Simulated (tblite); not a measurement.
BGeH₆NO.
SMILES with atom numbers: `[NH2:1][BH:2][O:3][GeH3:4]` (hydrogens: H5, H6 on N1; H7 on B2; H8, H9, H10 on Ge4)

Cartesian coordinates in Å at the GFN2-xTB level; atoms count from 1:
```
atom  x, y, z in Å
N1     1.6847   -0.4697    0.1907
B2     1.0557    0.4893   -0.6003
O3    -0.2835    0.6845   -0.5778
Ge4   -1.7062    0.0729    0.1767
H5     1.1749   -1.0671    0.8217
H6     2.6738   -0.6403    0.1897
H7     1.6983    1.1605   -1.3178
H8    -1.8535   -1.4000   -0.1062
H9    -1.6430    0.2991    1.6650
H10   -2.7923    0.8755   -0.4642
```

Calculated harmonic vibrations of the isolated species, GFN2-xTB (tblite), most abundant isotopes, no scaling. The method is semi-empirical: single wavenumbers can be off by several per cent or more. Modes of hydrogen on boron and germanium can be 10 to 20 % off. One conformer, not necessarily the lowest.

Harmonic wavenumbers (cm⁻¹): 68.8, 93.2, 163.3, 443.4, 487.7, 490.4, 535.6, 582.1, 606.0, 771.3, 796.0, 809.3, 817.5, 858.7, 1050.6, 1124.4, 1332.8, 1525.2, 1901.9, 1965.5, 2045.7, 2594.7, 3470.2, 3548.7.

A = 15632, B = 2261, C = 2023 MHz; mass 120.975 u (most abundant isotopes); point group Cs, symmetry number 1.

What is the zero-point energy?

½Σν̃ = 14042 cm⁻¹ = 40.15 kcal/mol.

What is S at 200 K and 1 bar for an ideal gas of classical rigid rotors and harmonic oscillators?

Translation 38.33, rotation 24.72, vibration 9.63: S = 72.7 cal/(mol K).

And Cp and H(200 K) − H(0)?

Cp = 18.86 cal/(mol K), of which vibrations give 10.91 (their classical limit is 24 R = 47.7); H(200 K) − H(0) = 2.64 kcal/mol without the zero-point energy, 1.05 from vibrations.

Blend soft modes into free rotors: weight 1/[1 + (100 cm⁻¹/ν̃)⁴] for the oscillator and the rest for a rotor with moment μB/(μ + B), μ = h/(8π²ν), B = 10⁻⁴⁴ kg m². What vibrational entropy results?

9.02 cal/(mol K) in place of 9.63, which changes −T·S at 200 K by +0.12 kcal/mol.

Which modes carry the vibrational entropy at 200 K?

68.8 cm⁻¹: 3.41; 93.2 cm⁻¹: 2.82; 163.3 cm⁻¹: 1.78; 443.4 cm⁻¹: 0.36; 487.7 cm⁻¹: 0.28; 490.4 cm⁻¹: 0.27 cal/(mol K); the other 18 give 0.72 together.

Hindered rotation and anharmonicity are outside this model. Other conformers, if any are populated, would add a mixing term that is left out.

On one thread, Intel Xeon at 2.50 GHz (x86_64), no GPU, shared host with 64 logical CPUs at a one-minute load of 64, this took 0.43 s. This covers the Hessian and the dipole derivatives.
